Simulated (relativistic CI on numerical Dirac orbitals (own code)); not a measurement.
Hyperfine structure of Br³¹⁺, mass number 81

Calculated at this level of theory: Dirac-Coulomb-Breit CI, orbitals from a KLI potential per configuration, QED by a radiative potential, unscaled Slater integrals (own radial code, finite nucleus).

Configurations in the expansion (outside the closed core 1s2): 2s2, 2s.2p, 2p2, 2p.3s, 2p.3p, 2s.3s, 2s.3p, 2s.3d, 2s.4s, 2s.4p, 2s.4d, 2s.4f, 3s2, 3s.3p, 3p2. Levels of other configurations are missing.

Nuclear spin I = 3/2, μ = 2.2686 μN, Q = 0.2579 b (tables of Stone and Pyykkö). The electronic factors are computed for point nuclear moments, without core polarisation or the Bohr-Weisskopf and QED corrections.

```json
{"Level": "2s.2p 3P°_1", "E (10³ cm⁻¹)": "568.6", "A (GHz)": "1223", "B (GHz)": "-14.5"}
{"Level": "2s.2p 3P°_2", "E (10³ cm⁻¹)": "939.5", "A (GHz)": "621.6", "B (GHz)": "38.5"}
{"Level": "2s.2p 1P°_1", "E (10³ cm⁻¹)": "1305.0", "A (GHz)": "-205.1", "B (GHz)": "33.7"}
{"Level": "2p2 3P_1", "E (10³ cm⁻¹)": "1728.8", "A (GHz)": "-17.59", "B (GHz)": "19.1"}
{"Level": "2p2 1D_2", "E (10³ cm⁻¹)": "1809.1", "A (GHz)": "243.7", "B (GHz)": "18.3"}
{"Level": "2p2 3P_2", "E (10³ cm⁻¹)": "2237.1", "A (GHz)": "132.3", "B (GHz)": "19.7"}
{"Level": "2s.3s 3S_1", "E (10³ cm⁻¹)": "17001.2", "A (GHz)": "1365", "B (GHz)": "-0.0165"}
{"Level": "2s.3p 3P°_1", "E (10³ cm⁻¹)": "17247.0", "A (GHz)": "1158", "B (GHz)": "0.0786"}
```

Levels with J = 0, under 50 % of one LS term, or S terms without an open s electron are left out. Small factors come from cancelling terms and can be off by tens of per cent or more.

At this charge energies of transitions that change n are usually good to better than 1 %, and those within a shell (Δn = 0) to a few per cent.

**Question.** Give the hyperfine levels of 2s.2p 3P°_1 relative to its centre of gravity.

**Answer.** With K = F(F + 1) − I(I + 1) − J(J + 1), E = AK/2 + B[¾K(K + 1) − I(I + 1)J(J + 1)]/[2I(2I − 1)J(2J − 1)]: F = 1/2: -3075, F = 3/2: -1208, F = 5/2: 1830 GHz.

LS names give the leading component of a level, which can be under half, so a name can repeat, a term be missing and a line seem to break the LS rules.
